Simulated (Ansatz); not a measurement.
The first iterations of a band of H2N + H7N3Si (14 atoms, charge 0, multiplicity 2).

Computed with UKS B3LYP-D4/6-31G* (Ansatz).

- movable images: 7
- climbing image: yes
- spring: 5.0 eV/Å²
- optimiser: quadratic models (default)
- start path: through a guess of the saddle point
- force threshold: 0.03 eV/Å
- iteration limit: 60
- end points: relaxed

First end point:

```xyz
14
Properties=species:S:1:pos:R:3
Si -0.346 0.183 -0.045
H -0.855 0.282 1.362
N 1.364 0.322 0.142
H 1.767 -0.118 0.966
H 1.972 0.250 -0.665
N -0.758 1.394 -1.202
H -1.710 1.457 -1.539
H -0.316 2.302 -1.146
N -1.155 -1.235 -0.638
H -1.270 -2.021 -0.009
H -0.959 -1.558 -1.579
N 1.097 -0.551 3.045
H 0.358 -1.118 3.489
H 0.819 0.413 3.285
```

Last end point:

```xyz
14
Properties=species:S:1:pos:R:3
Si -0.224 0.149 -0.203
H -0.339 0.188 2.580
N 1.492 -0.052 -0.451
H 2.073 -0.390 0.307
H 1.964 0.686 -0.963
N -0.730 1.506 -1.177
H -1.526 1.343 -1.785
H -0.787 2.425 -0.753
N -1.010 -1.272 -0.840
H -1.870 -1.603 -0.419
H -0.408 -2.049 -1.091
N 0.115 -0.089 3.455
H 0.188 -1.105 3.418
H 1.070 0.263 3.389
```

| iteration | highest image above the first end (eV) | largest band force component (eV/Å) |
| --- | --- | --- |
| 1 | 2.320 | 11.751 |
| 2 | 0.839 | 3.077 |
| 3 | 0.501 | 1.966 |
| 4 | 0.409 | 3.641 |
| 5 | 0.326 | 0.870 |
| 6 | 0.358 | 1.374 |
| 7 | 0.230 | 0.308 |
| 8 | 0.224 | 1.874 |

**Question.** Does the band converge within its limit, and where does its top end?

**Answer.** It converged. It ended after 24 iterations with the highest image 0.274 eV above the first end. A vibrational analysis at the climbing image gives one clearly imaginary mode, 1025i cm⁻¹: a first-order saddle point.

Time of the run: 5.3 min on 4 threads of Arm Neoverse V2, on a shared host, peak memory 0.32 GiB.
